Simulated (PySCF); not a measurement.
Ge(H)3(F), H3FGe, SMILES [GeH3][F] (PBE0/def2-SVP optimised geometry):

```
5

Ge    -0.478    -0.281     0.000
F     -0.979    -1.022    -1.497
H     -1.057     1.141     0.000
H      1.057    -0.281     0.000
H     -1.057    -1.141     1.133
```

Computed with PBE0/def2-TZVP in PySCF 2.14.0.

### Question
What are the frontier orbital energies and the dipole moment?

### Answer
HOMO-2 -11.75 eV, HOMO-1 -9.69 eV, HOMO -9.69 eV, LUMO -0.14 eV, LUMO+1 0.83 eV; dipole moment 2.10 D.

On the same geometry PBE/def2-TZVP (PySCF) gives HOMO-2 -9.84 eV, HOMO-1 -8.15 eV, HOMO -8.15 eV, LUMO -1.04 eV, LUMO+1 -0.11 eV; dipole moment 1.95 D.

Meta-Löwdin charges at PBE0/def2-TZVP: Ge1 0.71, F2 -0.52, H3 -0.06, H4 -0.06, H5 -0.06.
